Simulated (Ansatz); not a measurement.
`C[Si](C)(C)P` and `[CH3][Zn][S][Si](C)(C)C` differ in one atom or group.

Ansatz, PBE0-D4/def2-TZVP geometries, multiplicity 1. Each molecule was computed in one conformer, which needn't be the lowest.

Scalar relativity is left out up to krypton.

| property | `C[Si](C)(C)P` |
| --- | --- |
| size of the dipole moment (B3LYP/def2-TZVPP) / D | 1.46 |
| LUMO energy (PBE/def2-TZVPP) / eV | -0.22 |
| HOMO–LUMO gap (PBE/def2-TZVPP) / eV | 5.71 |
| HOMO–LUMO gap (ωB97M-V/def2-TZVPP) / eV | 11.14 |
| HOMO energy (ωB97M-V/def2-TZVPP) / eV | -9.13 |
| LUMO energy (B3LYP/def2-TZVPP) / eV | 0.27 |

Q: What does the change do to each property? (Estimate.)

A: Ansatz gave: 
| property | `[CH3][Zn][S][Si](C)(C)C` | shift |
| --- | --- | --- |
| size of the dipole moment (B3LYP/def2-TZVPP) / D | 1.56 | 0.10 |
| LUMO energy (PBE/def2-TZVPP) / eV | -1.00 | -0.78 |
| HOMO–LUMO gap (PBE/def2-TZVPP) / eV | 4.69 | -1.02 |
| HOMO–LUMO gap (ωB97M-V/def2-TZVPP) / eV | 10.17 | -0.97 |
| HOMO energy (ωB97M-V/def2-TZVPP) / eV | -9.02 | 0.11 |
| LUMO energy (B3LYP/def2-TZVPP) / eV | -0.48 | -0.75 |

With PBE0 the HOMO rises by 0.18 eV and the LUMO falls by 0.80 eV, so the gap narrows by about 0.98 eV. PBE moves the HOMO by 0.24 eV and ωB97M-V by 0.11 eV. Dipoles are sizes alone; their direction can turn.

Positive LUMOs are unbound, so they and the gaps depend on the basis.

B3LYP here is the variant with VWN-RPA as its local correlation; programs differ in this.
